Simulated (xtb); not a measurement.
cobalt atom (Co), quartet (GFN-xTB shapes and energies of metal compounds can be far from the true ones); GFN2-xTB (xtb 6.7.1).

The xtb input:
```
$ xtb mol.xyz --gfn 2 --uhf 3 --acc 30 --json

# file mol.xyz
1

Co     0.00000000     0.00000000     0.00000000
```

Q: What does xtb print? Leave out banner, timings and long lists.

A: 
```
   ID    Z sym.   atoms
    1   27 Co     1

           -------------------------------------------------
          |                Calculation Setup                |
           -------------------------------------------------

           -------------------------------------------------
          |                 G F N 2 - x T B                 |
           -------------------------------------------------

          ...................................................
          :                      SETUP                      :
          :.................................................:
          :  # basis functions                  10          :
          :  # atomic orbitals                   9          :
          :  # shells                            3          :
          :  # electrons                         9          :
          :  max. iterations                   250          :
          :  Hamiltonian                  GFN2-xTB          :
          :  restarted?                      false          :
          :  GBSA solvation                  false          :
          :  PC potential                    false          :
          :  electronic temp.          300.0000000     K    :
          :  accuracy                   30.0000000          :
          :  -> integral cutoff          0.2000000E+02      :
          :  -> integral neglect         0.3000000E-06      :
          :  -> SCF convergence          0.3000000E-04 Eh   :
          :  -> wf. convergence          0.3000000E-02 e    :
          :  Broyden damping             0.4000000          :
          :  net charge                          0          :
          :  unpaired electrons                  3          :
          ...................................................

 iter      E             dE          RMSdq      gap      omega  full diag
   1     -3.4272099 -0.342721E+01  0.141E+01    6.01       6.0  T
   2     -3.4272099  0.000000E+00  0.113E+01    5.99       6.0  T
   3     -3.4272099  0.000000E+00  0.871E+00    5.95       6.0  T
   4     -3.4272099  0.000000E+00  0.697E+00    5.91       5.9  T
   5     -3.4272099 -0.488498E-14  0.558E+00    5.86       5.9  T
   6     -3.4272099  0.146549E-13  0.446E+00    5.82       5.8  T
   7     -3.4272099 -0.146549E-13  0.343E+00    5.78       5.8  T
   8     -3.4272099  0.102141E-13  0.275E+00    5.75       5.7  T
   9     -3.4272099 -0.177636E-14  0.212E+00    5.72       5.7  T
  10     -3.4272099  0.621725E-14  0.169E+00    5.69       5.7  T
  11     -3.4272099 -0.399680E-14  0.130E+00    5.67       5.7  T
  12     -3.4272099 -0.577316E-14  0.104E+00    5.66       5.7  T
  13     -3.4272099 -0.444089E-15  0.803E-01    5.65       5.6  T
  14     -3.4272099  0.000000E+00  0.590E-01    5.64       5.6  T
  15     -3.4272099  0.146549E-13  0.411E-01    5.63       5.6  T
  16     -3.4272099 -0.146549E-13  0.329E-01    5.62       5.6  T
  17     -3.4272099  0.106581E-13  0.263E-01    5.62       5.6  T
  18     -3.4272099  0.000000E+00  0.202E-01    5.61       5.6  T
  19     -3.4272099  0.310862E-14  0.162E-01    5.61       5.6  T
  20     -3.4272099 -0.932587E-14  0.130E-01    5.61       5.6  T
  21     -3.4272099  0.115463E-13  0.104E-01    5.61       5.6  T
  22     -3.4272099 -0.102141E-13  0.798E-02    5.61       5.6  T
  23     -3.4272099  0.488498E-14  0.639E-02    5.61       5.6  T
  24     -3.4272099 -0.102141E-13  0.492E-02    5.61       5.6  T
  25     -3.4272099 -0.532907E-14  0.393E-02    5.61       5.6  T
  26     -3.4272099  0.155431E-13  0.303E-02    5.60       5.6  T
  27     -3.4272099 -0.932587E-14  0.223E-02    5.60       5.6  T
  28     -3.4272099  0.155431E-13  0.178E-02    5.60       5.6  T

   *** convergence criteria satisfied after 28 iterations ***

         :::::::::::::::::::::::::::::::::::::::::::::::::::::
         ::                     SUMMARY                     ::
         :::::::::::::::::::::::::::::::::::::::::::::::::::::
         :: total energy              -3.427209889079 Eh    ::
         :: gradient norm              0.000000000000 Eh/a0 ::
         :: HOMO-LUMO gap              5.603827311298 eV    ::
         ::.................................................::
         :: SCC energy                -3.427209889079 Eh    ::
         :: -> isotropic ES            0.002500000000 Eh    ::
         :: -> anisotropic ES          0.000000000000 Eh    ::
         :: -> anisotropic XC          0.000000000000 Eh    ::
         :: -> dispersion              0.000000000000 Eh    ::
         :: repulsion energy           0.000000000000 Eh    ::
         :: add. restraining           0.000000000000 Eh    ::
         :: total charge               0.000000000001 e     ::
         :::::::::::::::::::::::::::::::::::::::::::::::::::::

           -------------------------------------------------
          |                Property Printout                |
           -------------------------------------------------

    * Orbital Energies and Occupations

         #    Occupation            Energy/Eh            Energy/eV
      -------------------------------------------------------------
         1        1.6000           -0.2989286              -8.1343
         2        1.6000           -0.2989286              -8.1343
         3        1.6000           -0.2989286              -8.1343
         4        1.6000           -0.2989286              -8.1343
         5        1.6000           -0.2989286              -8.1343
         6        1.0000           -0.2185476              -5.9470 (HOMO)
         7                         -0.0126107              -0.3432 (LUMO)
         8                         -0.0126107              -0.3432
         9                         -0.0126107              -0.3432
      -------------------------------------------------------------
                  HL-Gap            0.2059369 Eh            5.6038 eV
             Fermi-level           -0.2070613 Eh           -5.6344 eV

     #   Z          covCN         q      C6AA      α(0)
     1  27 Co       0.000     0.000   545.199    60.791

 Mol. C6AA /au·bohr⁶  :        545.198842
 Mol. C8AA /au·bohr⁸  :      47937.106363
 Mol. α(0) /au        :         60.791031

Wiberg/Mayer (AO) data.
largest (>0.10) Wiberg bond orders for each atom

 ---------------------------------------------------------------------------
     #   Z sym  total        # sym  WBO       # sym  WBO       # sym  WBO
 ---------------------------------------------------------------------------
     1  27 Co   0.000
 ---------------------------------------------------------------------------

molecular dipole:
                 x           y           z       tot (Debye)
 q only:        0.000       0.000       0.000
   full:        0.000       0.000       0.000       0.000
molecular quadrupole (traceless):
                xx          xy          yy          xz          yz          zz
 q only:        0.000       0.000       0.000       0.000       0.000       0.000
  q+dip:        0.000       0.000       0.000       0.000       0.000       0.000
   full:        0.000       0.000       0.000      -0.000      -0.000      -0.000

           -------------------------------------------------
          | TOTAL ENERGY               -3.427209889079 Eh   |
          | GRADIENT NORM               0.000000000000 Eh/α |
          | HOMO-LUMO GAP               5.603827311298 eV   |
           -------------------------------------------------

normal termination of xtb
```
